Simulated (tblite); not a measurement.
Compound: C2H7BrSi4.
Numbering: `[CH:1]#[C:2][Si@@H:3]1[SiH2:4][SiH2:5][Si@H:6]1[Br:7]` (hydrogens: H8 on C1; H9 on Si3; H10, H11 on Si4; H12, H13 on Si5; H14 on Si6)

Computed with GFN2-xTB (tblite), gas phase: L-BFGS steps from a force-field or distance-geometry start until the largest atomic force falls under 0.01 eV/Å.

Step 42: E = -510.2940 eV
```
atom  x, y, z in Å  |  force x, y, z in eV/Å
C1      3.1706   -0.9098    0.2127   -0.032   0.033   0.007
C2      2.2452   -0.1680    0.4168    0.008  -0.025  -0.022
Si3     0.7559    0.9018    0.6840    0.034  -0.045   0.100
Si4    -1.0398   -0.4514    1.4870    0.087   0.029  -0.044
Si5    -1.7839   -0.7595   -0.7341    0.031   0.083   0.043
Si6    -0.3127    0.9626   -1.4300    0.003  -0.021  -0.096
Br7    -1.5320    2.8996   -1.5507    0.015   0.011  -0.016
H8      3.9912   -1.5464    0.0379   -0.009   0.017   0.016
H9      1.3021    2.0943    1.3522   -0.046  -0.005  -0.011
H10    -0.6135   -1.6410    2.2302   -0.007  -0.038   0.000
H11    -1.9903    0.2139    2.3843   -0.002   0.033   0.004
H12    -1.3659   -2.0439   -1.3032   -0.011  -0.050  -0.048
H13    -3.1984   -0.6139   -1.0822   -0.024  -0.016   0.006
H14     0.3709    1.0611   -2.7271   -0.046  -0.006   0.061
```

Step 43: E = -510.2958 eV
```
atom  x, y, z in Å  |  force x, y, z in eV/Å
C1      3.1754   -0.9002    0.2189   -0.048   0.056   0.014
C2      2.2516   -0.1553    0.4214    0.011  -0.039  -0.015
Si3     0.7533    0.9042    0.6879    0.049  -0.046   0.060
Si4    -1.0334   -0.4555    1.4870    0.053   0.001  -0.045
Si5    -1.7977   -0.7510   -0.7321    0.034   0.078   0.066
Si6    -0.3112    0.9535   -1.4313    0.010   0.003  -0.082
Br7    -1.5149    2.8972   -1.5903    0.014   0.011  -0.008
H8      3.9979   -1.5356    0.0461   -0.023   0.026   0.016
H9      1.2824    2.1036    1.3566   -0.036  -0.009  -0.011
H10    -0.5899   -1.6546    2.2035   -0.002  -0.052   0.005
H11    -1.9814    0.1772    2.4102    0.000   0.046  -0.003
H12    -1.4066   -2.0410   -1.3076   -0.012  -0.048  -0.045
H13    -3.2119   -0.5793   -1.0714   -0.017  -0.018   0.010
H14     0.3856    1.0365   -2.7208   -0.034  -0.011   0.039
```

Task: Estimate the geometry and energy of step 44. (The exact step hangs on the optimiser's Hessian estimate; all steps are aligned on step 43, rigid shifts and turns removed.)

Result: E = -510.2969 eV, largest force 0.078 eV/Å
```
atom  x, y, z in Å  |  force x, y, z in eV/Å
C1      3.1788   -0.8943    0.2227   -0.034   0.051   0.014
C2      2.2567   -0.1467    0.4231    0.000  -0.032  -0.001
Si3     0.7531    0.9041    0.6912    0.037  -0.030   0.012
Si4    -1.0269   -0.4583    1.4858    0.018  -0.022  -0.028
Si5    -1.8071   -0.7435   -0.7293    0.032   0.045   0.055
Si6    -0.3106    0.9472   -1.4327    0.009   0.018  -0.033
Br7    -1.5035    2.8946   -1.6154    0.012   0.018  -0.004
H8      4.0019   -1.5294    0.0521   -0.023   0.026   0.012
H9      1.2647    2.1099    1.3604   -0.020  -0.009  -0.008
H10    -0.5759   -1.6639    2.1859    0.003  -0.061   0.008
H11    -1.9732    0.1555    2.4236    0.003   0.054  -0.006
H12    -1.4318   -2.0368   -1.3114   -0.019  -0.028  -0.034
H13    -3.2215   -0.5583   -1.0629   -0.007  -0.018   0.015
H14     0.3945    1.0196   -2.7151   -0.012  -0.013  -0.005
```

The energy changes by -0.0011 eV. The first-order estimate −F·Δx gives -0.0017 eV and the mean of the old and new forces, exact on a quadratic surface, -0.0011 eV. The step makes an angle of 84° with the force vector and moves no atom by more than 0.028 Å.

What follows is the cost of the whole relaxation. Time: 1.7 s of wall time. Hardware: one thread, Intel Xeon at 2.70 GHz (x86_64), shared host with 64 logical CPUs at a one-minute load of 63.
